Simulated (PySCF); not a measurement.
# Dipole response of Mn (manganese, neutral)

[Ar] 3d5 4s2, high-spin 6S determinant. Computed with PySCF 2.14 in aug-cc-pVTZ-DK (8s7p5d3f2g, 93 functions), with scalar relativity by spin-free X2C-1e. Coupled (time-dependent) response in atomic units; α is the mean over directions.

| method | mean α (bohr³) | C₆ (like pair) | S(−4) |
| --- | --- | --- | --- |
| HSE06 | 75.26 | 715.4 | 3540 |

S(−4) is the Cauchy moment in α(ω) = α(0) + S(−4) ω² + …

Reference α: 68 ± 9 bohr³ (recommended; Schwerdtfeger and Nagle, table of static dipole polarizabilities (2023 update)). Published C₆: 552.0 (Chu and Dalgarno (2004); Tang, Norbeck and Certain (1976)).

α(iu) at HSE06:

```
u (hartree)  α(iu) (bohr³)
          0          75.26
     0.0500          67.68
      0.100          53.30
      0.200          30.90
      0.300          19.32
      0.500          9.854
      0.750          5.721
       1.00          3.915
       1.50          2.299
       2.00          1.565
       3.00         0.8846
       5.00         0.4046
```

A single London oscillator, α(iu) = α/(1 + u²/ω²), gives C₆ = (3/4) ω α². Matching the computed C₆ needs ω = 4 × 715.4 / (3 × 75.26²) = 0.168 hartree.
